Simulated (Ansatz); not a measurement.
Molecule: tin monoxide triplet, SnO (charge 0, triplet). This is an excited triplet: at this geometry the singlet lies 2.07 eV lower at CCSD(T)/CBS(def2-TZVPPD,def2-QZVPPD). 
Coordinates optimised at B3LYP-D3(BJ)/def2-TZVP (Ansatz, an electronic-structure program):
```
Sn
O 1 2.0630
```
Charge 0, spin multiplicity 3.

Parts of the frozen-core correlation energy in def2-SVP (Ansatz, hartree). Frozen orbitals: 10; correlated occupied orbitals by spin: 6 and 4; virtual: 24 and 26. UHF or UKS for open shells. No spin-orbit coupling. Past Kr the def2 sets carry scalar-relativistic core potentials.

```json
[
 {"term": "reference (HF)", "value": "-288.09418"},
 {"term": "MP2 opposite-spin", "value": "-0.14198"},
 {"term": "MP2 same-spin", "value": "[?]"},
 {"term": "CCSD correlation", "value": "[?]"},
 {"term": "(T)", "value": "[?]"},
 {"term": "CCSDT minus CCSD(T)", "value": "-0.00432"},
 {"term": "CCSDT(Q) minus CCSD(T)", "value": "-0.00696"},
 {"term": "T1 diagnostic", "value": "0.027"},
 {"term": "largest doubles amplitude", "value": "0.062"},
 {"term": "<S^2> of the reference", "value": "2.029"}
]
```

### Question
What belongs in the gaps?

### Answer

- MP2 same-spin, value: -0.04541
- CCSD correlation, value: -0.21068
- (T), value: -0.00575
